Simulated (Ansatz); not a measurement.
Stepwise reaction of `C=C[Si](F)(F)C=C` with hydrogen fluoride, as a gas-phase model of exchange steps in deposition or etching. ΔE in kJ/mol; ΔG adds harmonic PBE0-D4 terms to CCSD(T)/CBS, at 1 bar.

Gas-phase electronic energies from Ansatz, PBE0-D4/def2-TZVP geometries. CBS: MP2 limit from def2 TZ/QZ plus the TZ coupled-cluster correction, frozen cores. This one scheme is used for every species. DFT in def2-TZVPP. B3LYP here is the variant with VWN-RPA as its local correlation; programs differ in this. Each species was taken in one conformer, which may not be the lowest.

```tsv
step	reaction	PBE-D4	B3LYP-D4	ωB97M-V	CCSD(T)/CBS	ΔG(600 K)
1	`C=C[Si](F)(F)C=C` + H–F → `C=C[Si](F)(F)F` + `C=C`	-136.1	-148.3	-149.3	-146.8	-150.5
2	`C=C[Si](F)(F)F` + H–F → `F[Si](F)(F)F` + `C=C`	-117.8	-130.0	-131.3	-131.9	-118.9
```

(1) By hand: ΔE of the 2 steps together at CCSD(T)/CBS.

Results:

(1) (-146.8) + (-131.9) = -278.7 kJ/mol, or -139.4 kJ/mol a step.

In ΔE each step is higher than the one before. All are downhill at CCSD(T)/CBS. ΔG lies between -150.5 and -118.9 kJ/mol a step. PBE-D4 differs from CCSD(T)/CBS by 10.7 to 14.1 kJ/mol a step. Only this route is followed, and other bonds may react first. Isolated molecules leave out the surface, adducts and barriers. Largest T1 diagnostic: 0.012.
